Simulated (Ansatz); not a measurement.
AlH$_{2}$I (`[AlH2][I]`). Total charge 0; spin multiplicity 1. Correlated methods include outer-core shells of I, which these sets cover unevenly. I takes the def2 core potential.

Cartesian coordinates in Å:
```
Al -0.0728 0.1382 0.1958
I 0.6457 -1.2261 -1.7364
H 1.0273 0.9757 0.9539
H -1.6002 0.1122 0.5867
```

Q: Give the diagnostics of a CCSD(T)/def2-TZVPP run (frozen core, Ansatz). (An estimate is asked.)

A: Ansatz gave: T1 = 0.0079, largest single amplitude 0.018, largest double 0.034, (T) share of the correlation energy 2.1 %, 10 CCSD cycles. The RHF solution is stable towards an unrestricted one. T1 lies under the customary mark of 0.02 for closed shells.
